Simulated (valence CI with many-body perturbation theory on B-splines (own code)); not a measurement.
# Ar¹²⁺: electric-dipole lines

Calculated by configuration interaction combined with many-body perturbation theory (CI+MBPT): four valence electrons over a frozen Dirac-Fock core [He], a basis of 11 s, 11 p, 9 d, 7 f, 5 g, 2 h, 1 i functions for each j, with the one-electron correlation potential Σ1 (screened to all orders), the two-electron term Σ2, the three-electron term Σ3, Breit, model QED; selected single and double excitations, second order for the rest, scaled by the run's own slope (own B-spline code, finite nucleus).

No measured spectrum was set against this ion. As an estimate, levels of excited configurations hold to 0.05 to 0.15 % of their energy, terms of the ground configuration to about 0.5 %. Among the levels kept, up to 280 cm⁻¹ of a level comes from second order outside the variational space, and about a tenth of that is noise between levels of different J, which matters for small intervals.

Lines 101 to 150 of 240 in falling wavelength, among levels below 453.45 eV, chosen from the strongest by gf and those to the six lowest levels. Wavelengths and rates use the calculated energies, so an error of 300 cm⁻¹ moves a line at 21.04 nm by 0.063 % and its rate by three times that or more. Electric multipoles are in the length gauge, E1 and E2 with the static RPA response of the core. Weak lines are less certain than strong ones. Lines between different terms over intervals too small for the method are left out, as are lines whose strength nearly cancels. The highest levels of a list are the least certain.

Names give the largest LS component (configuration and term), which can be under half, so a name can repeat, a term be missing and a line seem to break the LS rules; names also repeat where a configuration has a term twice.

```
λ vac (nm)            Upper         Lower   A (s⁻¹)  log gf  Branch %
     21.04     2s 2p3 3P°_2  2s2 2p2 3P_2  7.79e+09   -0.59      85.1
     20.59     2s 2p3 3P°_0  2s2 2p2 3P_1  9.73e+09   -1.21     100.0
     20.57     2s 2p3 3P°_1  2s2 2p2 3P_1  3.74e+09   -1.15      38.9
     20.52     2s 2p3 3P°_2  2s2 2p2 3P_1  1.35e+09   -1.37      14.8
     20.16     2s 2p3 3P°_1  2s2 2p2 3P_0  2.81e+09   -1.29      29.2
     18.82         2p4 3P_2  2s 2p3 3D°_3  1.79e+10   -0.32      56.3
     18.77         2p4 3P_2  2s 2p3 3D°_2  4.84e+09   -0.89      15.2
     18.63     2s 2p3 1P°_1  2s2 2p2 1S_0  8.94e+09   -0.86      20.6
     18.49     2s 2p3 1D°_2  2s2 2p2 1D_2  2.67e+10   -0.17      98.0
     18.25         2p4 3P_1  2s 2p3 3D°_1  6.64e+09   -1.00      20.1
     18.23         2p4 3P_1  2s 2p3 3D°_2  1.47e+10   -0.66      44.5
     18.09         2p4 3P_0  2s 2p3 3D°_1  2.06e+10   -1.00      61.9
     16.55     2s 2p3 1D°_2  2s2 2p2 3P_2  5.31e+08   -1.96       1.9
     16.47     2s 2p3 3S°_1  2s2 2p2 3P_2  3.09e+10   -0.42      57.4
     16.29     2s 2p3 1P°_1  2s2 2p2 1D_2  3.39e+10   -0.39      78.2
     16.23     2s 2p3 1D°_2  2s2 2p2 3P_1  2.49e+07   -3.31       0.1
     16.15     2s 2p3 3S°_1  2s2 2p2 3P_1  1.71e+10   -0.70      31.8
     15.90     2s 2p3 3S°_1  2s2 2p2 3P_0  5.77e+09   -1.18      10.7
     14.51     2s 2p3 1P°_1  2s2 2p2 3P_1  5.04e+08   -2.32       1.2
     13.73         2p4 3P_2  2s 2p3 5S°_2  5.83e+07   -3.08       0.2
     13.44         2p4 3P_1  2s 2p3 5S°_2  2.20e+07   -3.75       0.1
     3.386   2s 2p2 3s 3P_2  2s 2p3 3P°_2  1.79e+11   -0.81      35.1
     3.365   2s 2p2 3s 1D_2  2s 2p3 1D°_2  1.98e+11   -0.77      74.7
     3.358  2s2 2p 3s 3P°_1  2s2 2p2 1S_0  6.46e+09   -2.48       1.5
     3.319  2s2 2p 3s 1P°_1  2s2 2p2 1S_0  1.48e+11   -1.13      23.0
     3.315   2s 2p2 3s 3P_1  2s 2p3 3D°_2  2.63e+11   -0.89      52.2
     3.309   2s 2p2 3d 3P_2  2s 2p3 3S°_1  1.54e+11   -0.90      10.3
     3.305   2s 2p2 3s 3P_2  2s 2p3 3D°_3  2.49e+11   -0.69      48.8
     3.273   2s2 2p 3p 3S_1  2s 2p3 5S°_2  3.61e+08   -3.76       1.0
     3.273  2s2 2p 3s 3P°_1  2s2 2p2 1D_2  2.77e+10   -1.88       6.4
     3.266   2s 2p2 3s 3D_2  2s 2p3 3P°_2  8.89e+10   -1.15      14.5
     3.265   2s 2p2 3s 3D_3  2s 2p3 3P°_2  1.38e+11   -0.81      22.3
     3.264   2s 2p2 3s 3D_2  2s 2p3 3P°_1  1.03e+11   -1.09      16.8
     3.253  2s2 2p 3s 3P°_2  2s2 2p2 1D_2  8.24e+09   -2.18       2.0
     3.236  2s2 2p 3s 1P°_1  2s2 2p2 1D_2  4.82e+11   -0.64      74.6
     3.206  2s2 2p 3s 3P°_1  2s2 2p2 3P_2  1.77e+11   -1.09      41.2
     3.198  2s2 2p 3s 3P°_0  2s2 2p2 3P_1  3.99e+11   -1.21     100.0
     3.194  2s2 2p 3s 3P°_1  2s2 2p2 3P_1  8.85e+10   -1.39      20.6
     3.189   2s 2p2 3s 3D_1  2s 2p3 3D°_1  2.86e+11   -0.88      47.0
     3.189   2s 2p2 3s 3D_3  2s 2p3 3D°_3  3.89e+11   -0.38      62.7
     3.189   2s 2p2 3s 3D_2  2s 2p3 3D°_1  9.39e+10   -1.15      15.3
     3.188   2s 2p2 3s 3D_2  2s 2p3 3D°_2  2.60e+11   -0.70      42.5
     3.188   2s 2p2 3s 3D_3  2s 2p3 3D°_2  8.68e+10   -1.03      14.0
     3.187  2s2 2p 3s 3P°_2  2s2 2p2 3P_2  2.96e+11   -0.65      72.7
     3.184  2s2 2p 3s 3P°_1  2s2 2p2 3P_0  1.29e+11   -1.23      30.2
     3.182   2s 2p2 3s 5P_1  2s 2p3 5S°_2  3.06e+11   -0.86      99.7
     3.175  2s2 2p 3s 3P°_2  2s2 2p2 3P_1  1.03e+11   -1.11      25.3
     3.173   2s 2p2 3s 5P_2  2s 2p3 5S°_2  3.11e+11   -0.63      99.6
     3.171  2s2 2p 3s 1P°_1  2s2 2p2 3P_2  4.58e+08   -3.68       0.1
     3.171   2s 2p2 3d 3P_2  2s 2p3 3P°_2  5.68e+11   -0.37      38.0
```
